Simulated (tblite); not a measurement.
Species: C3H12O2SSi2.
Numbering: `[CH3:1][O:2][Si:3]([CH3:4])([O:5][CH3:6])[S:7][SiH3:8]` (hydrogens: H9, H10, H11 on C1; H12, H13, H14 on C4; H15, H16, H17 on C6; H18, H19, H20 on Si8)

Computed geometry: GFN2-xTB, gas phase.

**Question.** Give the optimised bond lengths and angles.

**Answer.** 
```csv
bond,length (Å)
"C1–O2, O5–C6",1.402
"O2–Si3, Si3–O5",1.625
Si3–C4,1.903
Si3–S7,2.139
S7–Si8,2.147
C1–H9 and 5 like bonds,1.091
"C4–H12, C4–H13, C4–H14",1.086
"Si8–H18, Si8–H19, Si8–H20",1.456
```

Bonds in one row agree within 0.01 Å and their mean is given. A selection of angles:
```csv
angle,degrees
C1–O2–Si3,126.5
O2–Si3–C4,114.2
O2–Si3–O5,106.5
O2–Si3–S7,101.7
C4–Si3–O5,111.7
C4–Si3–S7,111.2
O5–Si3–S7,111.2
Si3–S7–Si8,100.4
```

Dihedral angles: C1–O2–Si3–C4 -64° (synclinal); O2–Si3–O5–C6 168° (antiperiplanar); O2–Si3–S7–Si8 6° (synperiplanar). The mirror-image conformer, all signs reversed, is as good.

O2 (silyl ether oxygen) is bent (angle 126.5°). Of the pairs four or more bonds apart, O2···H18 is among the closest relative to their van der Waals radii: 2.85 Å, 105 % of the sum of Bondi's values. Si3 (oxygen-bound silicon) is distorted tetrahedral (angles from 101.7° to 114.2°). Si8 (SiH3 silicon) is distorted tetrahedral (angles from 101.1° to 112.6°).

Point group: C1 (no symmetry element, even within 0.4 Å). Its GFN2-xTB frequencies are all real (lowest 24 cm⁻¹). One conformer, not necessarily the lowest.
